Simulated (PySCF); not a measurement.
ClF₂H₃SSi₂, SMILES F[SiH](F)S[SiH2]Cl.

Geometry optimised at PBE-D3(BJ)/def2-SVP. The structure was generated by enumeration, and PubChem lists no compound with its InChIKey, so it may never have been made. One conformer was computed; it need not be the lowest.

These are CAM-B3LYP/def2-TZVP (PySCF) values and carry that method's errors.

Isolated molecule, no solvent.

```
Item                                                                                                            Value
---------------------------------------------------------------------------------------------  ----------------------
total energy                                                                                      -1639.24133 hartree
highest occupied level                                                                                       -9.66 eV
lowest empty level                                                                                            0.47 eV
orbital gap                                                                                                  10.13 eV
dipole moment                                                                                                  2.10 D
quadrupole, principal values (traceless, Buckingham form, about the centre of nuclear charge)  -3.61, -2.38, 5.99 D·Å
mean static polarisability                                                                      77.1 bohr³ (11.42 Å³)
polarisability, principal values                                                               64.2, 76.4, 90.7 bohr³
```
